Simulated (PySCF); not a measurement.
C2H5BFN, SMILES C=CB(N)F.

Coordinates come from a B3LYP-D3(BJ)/def2-SVP optimisation. The structure was generated by enumeration, and PubChem lists no compound with its InChIKey, so it may never have been made. The values are those of a single conformer.

Level of theory: HF/def2-TZVP in PySCF.

Isolated molecule, no solvent.

```yaml
total_energy: -257.42450 hartree
highest_occupied_level: -10.25 eV
lowest_empty_level: 2.93 eV
orbital_gap: 13.18 eV
dipole_moment: 2.38 D
quadrupole, principal values (traceless, Buckingham form, about the centre of nuclear charge): -4.94, -2.14, 7.08 D·Å
mean_static_polarisability: 43.2 bohr³ (6.40 Å³)
polarisability_principal_values: 30.8, 43.6, 55.1 bohr³
```
